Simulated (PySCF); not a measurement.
**SnN⁺ from Hartree–Fock to correlated methods**

State: ³Σ⁻ (triplet), unpaired electrons π ↑↑. Set-up: PySCF, scalar-relativistic core potentials, basis sets Sn def2-SVP with ECP28, N def2-SVP. De refers to Sn⁺ + N in their high-spin ground configurations, without counterpoise correction. The functionals are run spin-unrestricted. A positive dipole points towards N; it is taken about the centre of mass and depends on that origin.

```json
{"Level": "ROHF", "Re (Å)": "2.117", "ωe (cm⁻¹)": "576", "De (eV)": "-0.332", "μ (D)": "-2.45", "CPU s a point (SCF and correlation, without the integrals)": "0.04"}
{"Level": "ROHF-MP2", "Re (Å)": "2.135", "ωe (cm⁻¹)": "550", "De (eV)": "0.84", "μ (D)": "n/a", "CPU s a point (SCF and correlation, without the integrals)": "0.079"}
{"Level": "ROHF-SCS-MP2", "Re (Å)": "2.145", "ωe (cm⁻¹)": "533", "De (eV)": "0.85", "μ (D)": "n/a", "CPU s a point (SCF and correlation, without the integrals)": "n/a"}
{"Level": "ROHF-CCSD", "Re (Å)": "2.162", "ωe (cm⁻¹)": "497", "De (eV)": "0.87", "μ (D)": "n/a", "CPU s a point (SCF and correlation, without the integrals)": "n/a"}
{"Level": "ROHF-CCSD(T)", "Re (Å)": "2.174", "ωe (cm⁻¹)": "481", "De (eV)": "0.99", "μ (D)": "n/a", "CPU s a point (SCF and correlation, without the integrals)": "2.7"}
{"Level": "PBE", "Re (Å)": "2.172", "ωe (cm⁻¹)": "516", "De (eV)": "2.05", "μ (D)": "-1.65", "CPU s a point (SCF and correlation, without the integrals)": "0.4"}
{"Level": "PBEsol", "Re (Å)": "2.158", "ωe (cm⁻¹)": "526", "De (eV)": "2.14", "μ (D)": "-1.56", "CPU s a point (SCF and correlation, without the integrals)": "0.29"}
{"Level": "PW91", "Re (Å)": "2.169", "ωe (cm⁻¹)": "517", "De (eV)": "2.07", "μ (D)": "-1.64", "CPU s a point (SCF and correlation, without the integrals)": "0.31"}
{"Level": "r²SCAN", "Re (Å)": "2.152", "ωe (cm⁻¹)": "524", "De (eV)": "1.59", "μ (D)": "-1.82", "CPU s a point (SCF and correlation, without the integrals)": "0.59"}
{"Level": "r²SCANh", "Re (Å)": "2.145", "ωe (cm⁻¹)": "530", "De (eV)": "1.45", "μ (D)": "-1.91", "CPU s a point (SCF and correlation, without the integrals)": "0.62"}
{"Level": "PBE0", "Re (Å)": "2.142", "ωe (cm⁻¹)": "541", "De (eV)": "1.59", "μ (D)": "-1.95", "CPU s a point (SCF and correlation, without the integrals)": "0.58"}
```

The bond length runs from 2.117 Å (ROHF) to 2.174 Å (ROHF-CCSD(T)). De spans -0.33 eV (ROHF, mean field) to 2.14 eV (PBEsol, GGA). Correlation at CCSD(T) changes the Hartree–Fock bond energy by +1.32 eV; the triples alone change it by +0.12 eV.

Correlated steps freeze 5 core orbitals. Correlated levels converge slowly with the basis: in double zeta they bind strong bonds too weakly, by up to about 1 eV, and carry superposition errors of some tenths. Spin–orbit coupling is left out, which matters for elements this heavy, above all for dissociation energies. For an ion De counts to the pair picked by the measured ionisation energies or electron affinities, which need not be the lowest pair at this level. A negative De means that the minimum lies above the separated atoms at that level. The state was picked by a PBE0 search and need not be the measured ground state.

The whole job (state search and all levels along the bond) took about 1.4 min on 1 thread of Arm Neoverse V2 (shared host), peak memory 0.45 GiB.
